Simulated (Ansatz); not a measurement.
Reaction (silylene formation by 1,1-elimination): `C[SiH2][Al]1[CH2][SiH2]1` → `[CH3][Al]1[CH2][SiH2]1` + `[SiH2]`

Gas-phase electronic energies from Ansatz, PBE0-D4/def2-TZVP geometries. CCSD(T)/CBS adds triple-zeta CCSD(T) − MP2 to the extrapolated MP2 energy (def2 sets, frozen cores). This one scheme is used for every species. Functionals use def2-TZVPP. One conformer a species, not always the lowest.

Question: Is it downhill or uphill in electronic energy at CCSD(T)/CBS, and by how much? (An estimate is asked.)

Answer: The calculation gave: Uphill: ΔE = +2.51 eV.

Question: What do these levels give: r2SCAN-D4, ωB97X-V, PBE0, CCSD/def2-TZVPP, MP2/def2-QZVPP, CCSD/CBS(def2)? (An estimate is asked.)

Answer: The calculation gave: r2SCAN-D4 2.75, ωB97X-V 2.61, PBE0 2.66, CCSD/def2-TZVPP 2.40, MP2/def2-QZVPP 2.62, CCSD/CBS(def2) 2.46 eV.

Largest T1 diagnostic among the species: 0.014.

In def2-TZVPP, CCSD(T) changes the Hartree–Fock value by +0.18 eV (the triples alone add +0.06 eV) and MP2 by +0.32 eV. The D4 term adds +0.12 eV with B3LYP and +0.07 eV with PBE0; it sums over pairs of atoms, weighted by their polarisabilities, and B3LYP, whose exchange is more repulsive, gets the larger term. From PBE to PBE0 (25 % exact exchange), in def2-TZVPP and without D4, ΔE moves by +0.07 eV.

B3LYP here is the variant with VWN-RPA as its local correlation; programs differ in this.
